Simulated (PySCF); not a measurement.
Work out the structure from these simulated measurements.

Formula: C4H7NSSi.

| Quantity | Value |
| --- | --- |
| Triplet | lowest triplet excitation (Tamm–Dancoff): 3.93 eV [TDA PBE0/def2-SVPD] |
| 13C NMR | chemical shifts (computed TMS as zero) by class: 160.9 (1 C), 151.1 (1 C), 140.4 (1 C), 11.5 (1 C) ppm [GIAO PBE0/pcSseg-1] |
| Rotational structure | rotational constants A, B, C: 4.840, 0.969, 0.912 GHz [GFN2-xTB] |
| UV, first state | lowest singlet excitation: 5.39 eV (230 nm, f = 0.133) [TDDFT PBE0/def2-SVPD] |
| NMR, other nuclei | isotropic shieldings of nuclei other than C and H, by class: -84 (1 N), 412 (1 Si), 108 (1 S) ppm [GIAO PBE0/pcSseg-1] |
| Polarisability | 96.5 au [PBE0/def2-SVPD] |
| Dipole | 2.71 D [PBE0/def2-SVPD] |
| 1H NMR | chemical shifts (computed TMS as zero) by class: 8.32 (1 H), 8.00 (1 H), 3.94 (3 H), 2.52 (2 H) ppm [GIAO PBE0/pcSseg-1] |

Electronic properties: PySCF, gas phase, density fitting. Levels stand in brackets. One conformer (not necessarily the lowest) at the GFN2-xTB geometry, without solvent, vibrations or thermal averaging. Each NMR value is the plain mean over a class of atoms that symmetry, rotation or inversion makes alike.

Problem. Propose a structure and show how it fits.

Solution. Numbering: `[SiH3:1][CH2:2][c:3]1[cH:4][n:5][s:6][cH:7]1`. Its formula, C4H7NSSi, gives 3 degrees of unsaturation: 1 ring and 2 π bonds in the structure found (Kekulé form). 4 carbons fall into 4 classes; from least to most shielded: aromatic CH next to a ring nitrogen [C4] (160.9 ppm), aromatic CH next to a ring sulfur [C7] (151.1 ppm), substituted aromatic carbon [C3] (140.4 ppm), chain sp3 carbon bound to silicon [C2] (11.5 ppm). Hydrogen classes from least to most shielded: 1 H on an aromatic CH next to a ring nitrogen, C4 (8.32 ppm), 1 H on an aromatic CH next to a ring sulfur, C7 (8.00 ppm), 3 H on an SiH3 silicon, Si1 (3.94 ppm), 2 H on an sp3 carbon bound to silicon, C2 (2.52 ppm). The other shieldings belong to: -84 ppm, pyridine-type nitrogen [N5]; 412 ppm, SiH3 silicon [Si1]; 108 ppm, ring sulfur [S6]. S1 is mainly HOMO→LUMO (weight 0.93); the largest Löwdin shares of the orbital it empties are 0.26 on the ring sulfur, 0.21 on the substituted aromatic carbon, 0.12 on the aromatic CH next to a ring sulfur and 0.11 on the aromatic CH next to a ring nitrogen, of the orbital it fills 0.23 on the ring sulfur, 0.22 on the aromatic CH next to a ring sulfur, 0.21 on the pyridine-type nitrogen and 0.13 on the aromatic CH next to a ring nitrogen. The optimised geometry has point group C1 and is an asymmetric top. Structure: `[SiH3]Cc1cnsc1`. Computed isomers that give other values at the same levels: `[SiH3]Cc1ccsn1` (rotational constant A: 4.644 GHz; this holds for the one conformer computed); `CS[Si@@H]1C[C@H]1C#N` (13C chemical shifts (computed TMS as zero) by class: 125.9 (1 C), 14.1 (1 C), 11.0 (1 C), -4.5 (1 C) ppm). The assignments are read from this structure; whether some other isomer fits the data as well wasn't checked.

Conformer computed: `[SiH3:1][CH2:2][c:3]1[cH:4][n:5][s:6][cH:7]1`: Si1–C2–C3–C4 84°.
